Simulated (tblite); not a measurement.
Species: C6H9O2 (doublet state).
Structure used (GFN2-xTB), in Å, numbered top down from 1:
```
atom  x, y, z in Å
C1    -0.8078    1.4204   -0.3883
C2    -0.4592    0.1282    0.1753
C3     1.0197   -0.0435    0.5286
C4     1.8960    0.0333   -0.7162
C5    -1.1612   -1.0996   -0.4448
O6    -1.9618   -1.2716    0.7414
C7    -1.3928   -0.2351    1.3782
O8    -1.5910    0.2157    2.4570
H9    -0.3456    2.3064    0.0015
H10   -1.6847    1.5311   -0.9966
H11    1.1645   -1.0037    1.0291
H12    1.2961    0.7446    1.2306
H13    1.7645    0.9937   -1.2083
H14    1.6341   -0.7512   -1.4227
H15    2.9424   -0.0809   -0.4456
H16   -1.7889   -0.9026   -1.3135
H17   -0.5314   -1.9730   -0.6157
```

Computed with GFN2-xTB (tblite): harmonic, unscaled wavenumbers at the GFN2-xTB geometry, gas phase. Errors from tens to a few hundred cm⁻¹ against measured bands are possible. One conformer, not necessarily the lowest. Open shells enter through the occupations alone, without spin polarisation, and single modes of such species can be off by tens of per cent.

Harmonic wavenumbers (cm⁻¹): 96.9, 116.9, 137.0, 203.6, 210.3, 244.5, 310.8, 353.3, 395.0, 536.6, 596.4, 653.5, 682.5, 785.1, 817.9, 905.6, 925.3, 936.8, 1029.8, 1033.1, 1041.1, 1082.1, 1098.5, 1102.7, 1210.9, 1229.2, 1250.7, 1306.8, 1321.4, 1401.1, 1409.8, 1453.3, 1484.7, 1492.0, 1501.0, 1886.7, 2975.1, 2987.1, 2996.2, 2998.7, 3036.6, 3046.0, 3047.7, 3134.2, 3176.9.

A = 3350, B = 1609, C = 1486 MHz; mass 113.060 u (most abundant isotopes); point group C1, symmetry number 1; spin multiplicity 2.

Q: Zero-point energy?

A: ½Σν̃ = 29821 cm⁻¹ = 85.26 kcal/mol.

Q: Entropy at 400 K, 1 bar (ideal gas, RRHO, classical rotation)?

A: Translation 41.57, rotation 28.96, vibration 31.00, spin (R ln 2) 1.38: S = 102.9 cal/(mol K).

Q: And Cp and H(400 K) − H(0)?

A: Cp = 42.79 cal/(mol K), of which vibrations give 34.84 (their classical limit is 45 R = 89.4); H(400 K) − H(0) = 10.03 kcal/mol without the zero-point energy, 6.85 from vibrations.

Q: Which modes carry the vibrational entropy at 400 K?

A: 96.9 cm⁻¹: 4.09; 116.9 cm⁻¹: 3.72; 137.0 cm⁻¹: 3.41; 203.6 cm⁻¹: 2.65; 210.3 cm⁻¹: 2.59; 244.5 cm⁻¹: 2.31 cal/(mol K); the other 39 give 12.23 together.

Q: What must be added to the electronic energy to get the Gibbs energy at 400 K and 1 bar?

A: ZPE + [H(400 K) − H(0)] − T·S = 85.26 + 10.03 − 41.16 = 54.13 kcal/mol.

Hindered rotation and anharmonicity are outside this model. Other conformers, if any are populated, would add a mixing term that is left out. The structure is chiral; the term R ln 2 for an equal mix with its mirror image is left out.
